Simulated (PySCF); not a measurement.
Cards and structures have been mixed up. Pair them.

Structures:
1. `C[n+]1cc(ccc1)Cl`
2. `C[Si](F)(F)Cl`
3. `FC(F)(F)CC1=CC=C[SiH2]1`
4. `CCOc1cccnc1`
5. `B1OCCO1`

Card P (geometry PBE0-D3(BJ)/def2-SVP):
* Rotational constants A, B, C: 8.496, 7.806, 4.289 GHz
* Static isotropic polarisability (PBE0/def2-SVPD): 42.3 au
* Core binding energies (ΔSCF SCAN, pcX-2 on the ionised atom, pcseg-1 elsewhere, spin-free X2C): B1s 197.2, C1s 292.7 (×2), O1s 538.9 (×2) eV
* Strongest line among the 10 lowest singlet transitions (TDDFT PBE0/def2-SVPD): S10 at 9.34 eV (133 nm, f = 0.043)
* Point group: C2v

Card Q (geometry PBE0-D3(BJ)/def2-SVP):
* Rotational constants A, B, C: 3.660, 2.366, 2.271 GHz
* Static isotropic polarisability (PBE0/def2-SVPD): 48.9 au
* Vertical ionisation energy (ΔSCF PBE0/def2-SVPD): 12.11 eV
* Isotropic shieldings of nuclei other than C and H, by class (GIAO PBE0/pcSseg-1): 297 (2 F), 361 (1 Si), 875 (1 Cl) ppm
* Strongest line among the 10 lowest singlet transitions (TDDFT PBE0/def2-SVPD): S1 at 8.64 eV (143 nm, f = 0.113)

Card R (geometry PBE0-D3(BJ)/def2-SVP):
* Rotational constants A, B, C: 4.993, 0.939, 0.798 GHz
* Static isotropic polarisability (PBE0/def2-SVPD): 94.1 au
* HOMO energy (PBE0/def2-SVPD): -6.79 eV
* Dipole moment (PBE0/def2-SVPD): 2.13 D
* 13C chemical shifts (computed TMS as zero) by class (GIAO CAM-B3LYP/pcSseg-1): 163.7 (1 C), 150.9 (1 C), 139.1 (1 C), 132.8 (1 C), 132.6 (1 C), 64.0 (1 C), 17.0 (1 C) ppm
* Vertical ionisation energy (ΔSCF PBE0/def2-SVPD): 8.61 eV
* Isotropic shieldings of nuclei other than C and H, by class (GIAO CAM-B3LYP/pcSseg-1): -111 (1 N), 218 (1 O) ppm

Card S (geometry PBE0-D3(BJ)/def2-SVP):
- Rotational constants A, B, C: 3.424, 1.217, 0.903 GHz
- Static isotropic polarisability (PBE0/def2-SVPD): 85.1 au
- Isotropic shieldings of nuclei other than C and H, by class (GIAO KT2/pcSseg-1): 42 (1 N), 636 (1 Cl) ppm
- Vertical ionisation energy (ΔSCF PBE0/def2-SVPD): 14.33 eV
- 13C chemical shifts (computed TMS as zero) by class (GIAO KT2/pcSseg-1): 143.7 (1 C), 142.1 (1 C), 139.1 (1 C), 135.1 (1 C), 125.7 (1 C), 50.7 (1 C) ppm
- Lowest triplet excitation (Tamm–Dancoff) (TDA PBE0/def2-SVPD): 3.49 eV
- Strongest line among the 10 lowest singlet transitions (TDDFT PBE0/def2-SVPD): S9 at 7.45 eV (166 nm, f = 0.383)

Card T (geometry PBE0-D3(BJ)/def2-SVP):
- Rotational constants A, B, C: 2.571, 0.684, 0.609 GHz
- Static isotropic polarisability (PBE0/def2-SVPD): 96.7 au
- Lowest singlet excitation (TDDFT PBE0/def2-SVPD): 4.32 eV (287 nm, f = 0.089)
- Lowest triplet excitation (Tamm–Dancoff) (TDA PBE0/def2-SVPD): 2.58 eV
- Isotropic shieldings of nuclei other than C and H, by class (GIAO PBE/pcSseg-1): 242 (3 F), 379 (1 Si) ppm

Species are written as SMILES; each is one conformer at its optimised geometry, gas phase, non-relativistic unless stated; the electronic structure was computed with PySCF and density fitting. NMR classes are plain means over equivalent atoms (diastereotopic ones count apart unless rotation or inversion swaps them), as if these changed places fast.

Which card belongs to which structure?

P = 5, Q = 2, R = 4, S = 1, T = 3. What ties each card to its structure:
- 1 (card S), [C6H7ClN]+, monoisotopic mass 128.0 u, 8 heavy atoms: 6 C in 6 classes; the least shielded carbon (143.7 ppm) is an aromatic C–Cl carbon; an asymmetric top with C = 0.903 GHz; polarisability 85.1 au for 66 electrons.
- 2 (card Q), CH3ClF2Si, monoisotopic mass 116.0 u, 5 heavy atoms: an asymmetric top with C = 2.271 GHz; polarisability 48.9 au for 58 electrons.
- 3 (card T), C6H7F3Si, monoisotopic mass 164.0 u, 10 heavy atoms: an asymmetric top with C = 0.609 GHz, the lowest such constant on the cards; polarisability 96.7 au for 84 electrons, the largest shown.
- 4 (card R), C7H9NO, monoisotopic mass 123.1 u, 9 heavy atoms: 7 C in 7 classes; the least shielded carbon (163.7 ppm) is an aromatic carbon bearing oxygen; an asymmetric top with C = 0.798 GHz; polarisability 94.1 au for 66 electrons; dipole 2.13 D.
- 5 (card P), C2H5BO2, monoisotopic mass 72.0 u, 5 heavy atoms: core lines of B, C and O; point group C2v; an asymmetric top with C = 4.289 GHz, the highest such constant on the cards; polarisability 42.3 au for 38 electrons, the smallest shown.
